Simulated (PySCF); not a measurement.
C₃H₇S, SMILES [CH2]SCC, multiplicity 2.

Geometry: PBE0-D3(BJ)/def2-SVP. The isomer is the one that the SMILES or the coordinates give; other isomers of the formula were not compared. Other conformers were not sampled.

Computed with PySCF with CAM-B3LYP/def2-TZVP.

Isolated molecule, no solvent.

```yaml
total_energy: -516.66129 hartree
"α spin, highest occupied and lowest empty level": -6.31 and 1.94 eV
"β spin, highest occupied and lowest empty level": -8.78 and -0.17 eV
dipole_moment: 1.48 D
quadrupole, principal values (traceless, Buckingham form, about the centre of nuclear charge): -3.51, -0.09, 3.61 D·Å
mean_static_polarisability: 56.4 bohr³ (8.36 Å³)
polarisability_principal_values: 45.2, 55.2, 68.7 bohr³
"⟨S²⟩": 0.757 (pure state 0.75)
```
